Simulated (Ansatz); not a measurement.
What each rung costs, and what it gives

Saddle point of BSiH$_{6}$Br, singlet (BSiH₆Br ([SiH3][BH2][BrH]) → BSiH₆Br ([Br][BH2]1[H][SiH3]1); bonds formed: B1–H5, Si2–H5; dative contacts that become bonds: B1–Br6; bonds broken: H5–Br6; bonds weakened to dative contacts: B1–Si2), PBE0-D4/def2-TZVP structure:

```xyz
9
angstrom
B -0.7748 -0.2769 -0.6177
Si 1.1644 -0.0212 -0.0503
H -1.2058 0.4722 -1.4392
H -1.2648 -1.3529 -0.4634
H -0.7793 0.4087 1.1094
Br -2.1817 0.7754 1.3272
H 1.4842 -0.5217 1.3176
H 1.6520 1.3797 -0.1494
H 1.9059 -0.8632 -1.0341
```

Barriers are electronic and count from the start structure reached by relaxing down the imaginary mode.

Ansatz 0.2.0; basis: as named in each row; cores frozen in the correlated methods. Filled d shells of the heavier atoms are correlated. The def2 sets are not built for correlating such inner shells, so the correlated values are less sure here. B3LYP uses VWN-RPA correlation. Extrapolation: Hartree–Fock as exp(−7.88 √X), correlation as X^−2.97.

Times are rough, for one single point on 4 threads of a shared host (Arm Neoverse V1).

The estimate by CCSD(T) at an estimated basis limit (MP2 extrapolated from triple and quadruple zeta, plus CCSD(T) − MP2 in triple zeta) is 0.324 eV.

| method | basis | time (s) | barrier (eV) | method less estimate |
| --- | --- | --- | --- | --- |
| HF | STO-3G | under 1 | 0.786 | 0.462 |
| PBE-D4 | STO-3G | under 1 | 0.610 | 0.286 |
| SPW92 | def2-SVP | under 1 | 0.287 | -0.037 |
| PBE-D4 | def2-SVP | under 1 | 0.268 | -0.056 |
| B3LYP-D4 | 6-31G | 1 | 0.169 | -0.155 |
| PBE0-D4 | def2-SVP | 2 | 0.328 | 0.004 |
| SPW92 | def2-TZVPP | 2 | 0.262 | -0.062 |
| PBE-D4 | def2-TZVPP | 2 | 0.239 | -0.085 |
| BLYP-D4 | def2-TZVPP | 2 | 0.215 | -0.109 |
| B3LYP-D4 | def2-TZVPP | 3 | 0.260 | -0.064 |
| BHLYP-D4 | def2-TZVPP | 3 | 0.310 | -0.014 |
| PBE0-D4 | def2-TZVPP | 3 | 0.290 | -0.034 |
| CAM-B3LYP-D4 | def2-TZVPP | 4 | 0.301 | -0.023 |
| r2SCAN-D4 | def2-TZVPP | 4 | 0.244 | -0.080 |
| RPA on PBE | def2-TZVPP | 4 | 0.343 | 0.019 |
| CCSD(T) | def2-SVP | 4 | 0.362 | 0.038 |
| r2SCAN0-D4 | def2-TZVPP | 4 | 0.288 | -0.036 |
| PBE-QIDH | def2-TZVPP | 5 | 0.329 | 0.005 |
| wB97M-V | def2-SVP | 6 | 0.352 | 0.028 |
| B2PLYP | def2-TZVPP | 6 | 0.283 | -0.041 |
| wB97X-V | def2-TZVPP | 8 | 0.330 | 0.006 |
| wB97M-V | def2-TZVPP | 8 | 0.317 | -0.007 |
| B97M-V | def2-TZVPP | 10 | 0.302 | -0.022 |
| MP2 | def2-QZVPP | 19 | 0.339 | 0.014 |
| CCSD(T) | def2-TZVPP | 67 | 0.321 | -0.003 |

All methods are single points on the PBE0-D4 structures.

T1 diagnostic: at most 0.011.

Labels in which every atom is bracketed show which atoms are joined, not bond orders.
